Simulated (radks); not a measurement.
Values are calculated unless marked as measured or tabulated.
Question: Species: Sb32+. Configuration: [Ar] 3d1. Code: a radial shooting solver on a logarithmic mesh with Libxc functionals. Model: Dirac Kohn-Sham, BLYP, spin-unpolarised, spherical densities, finite nucleus; open shells fill j = l - 1/2 first; Fermi nuclear charge, rms radius 4.6802 fm. Some entries of the table are withheld. Estimate them.

orbital,occ.,eigenvalue (hartree),r(max) (bohr)
1s1/2,2,-1172.410,0.01835
2s1/2,2,-227.4808,0.1035
2p1/2,2,-217.0686,0.07957
2p3/2,4,-207.6798,0.08412
3s1/2,2,(1),(2)
3p1/2,2,(3),0.2693
3p3/2,4,(4),0.2779
3d3/2,1,(5),0.2197
3d5/2,0,(6),0.2221
4s1/2,0,-41.80231,0.5885
4p1/2,0,-40.16640,0.5828
4p3/2,0,-39.41715,0.5963

Answer: 
(1) 3s1/2 eigenvalue (hartree): -82.30210
(2) 3s1/2 r(max) (bohr): 0.2848
(3) 3p1/2 eigenvalue (hartree): -78.40173
(4) 3p3/2 eigenvalue (hartree): -76.23459
(5) 3d3/2 eigenvalue (hartree): -70.21564
(6) 3d5/2 eigenvalue (hartree): -69.71719
